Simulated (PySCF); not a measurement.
Electron correlation in Eu⁴⁹⁺ (europium, charge +49)

[Ne] 3s2 3p2, high-spin 3P determinant. All numbers are calculated (PySCF 2.14, the spin-free X2C one-electron Hamiltonian (Gaussian nucleus), in an even-tempered Gaussian basis (17 s from 11 bohr⁻², ratio 2.5; 12 p from 14 bohr⁻², ratio 2.5; 4 d from 56 bohr⁻², ratio 2.7; 4 f from 84 bohr⁻², ratio 2.7)). Frozen: 1s2; 12 electrons correlated; the 20 highest virtual orbitals of each spin left out.

| level | correlation energy (mhartree) |
| --- | --- |
| CCSD | -531.29 |
| (T) | -0.68 |
| CCSD(T) | -531.97 |

Diagnostics: T1 = 0.00043, D1 = 0.0019, largest double amplitude 0.043.

Spin-orbit coupling is strong in this species (close to jj coupling), so the high-spin LS determinant is a model state, not a physical level.

Cost of the coupled-cluster step: roughly 40 core-seconds, for 12 correlated electrons.

At this charge the one-electron X2C treatment keeps the bare 1/r₁₂, with no two-electron picture change or Breit term. The effect here is smaller than on the frozen 1s shell; and a scalar Hamiltonian misses the large spin-orbit splitting of the p shells, which matters for ns² → np² pairs.

Spin-orbit coupling is strong in this species, so the high-spin LS determinant is a model state.
